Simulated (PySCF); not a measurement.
Gallium: a sound run and one with changed settings

Sound run: Ga(2+) [Ar] 3d10 4s1, Ga(3+) [Ar] 3d10. Computed with PySCF 2.14 in x2c-TZVPall (6s5p4d1f, 48 functions), with the spin-free X2C one-electron Hamiltonian (Gaussian nucleus). The sound run starts from symmetry-adapted Hartree-Fock orbitals and uses a fine grid where one is needed.

Changed run: initial guess sap, at most 3 SCF cycles. This setting is unsound on purpose.

```tsv
species	method	sound run (hartree)	changed run (hartree)	converged
Ga(2+)	UHF	-1941.27770	-1941.27766	no
Ga(2+)	r2SCAN	-1942.81674	-1942.81654	no
Ga(2+)	LDA	-1939.67600	-1939.67587	no
Ga(3+)	UHF	-1940.18895	-1940.18894	no
Ga(3+)	r2SCAN	-1941.66696	-1941.66687	no
Ga(3+)	LDA	-1938.50484	-1938.50476	no
```

The SCF was stopped early; the energies are upper bounds that still move, and correlated levels were skipped or rest on poor orbitals.
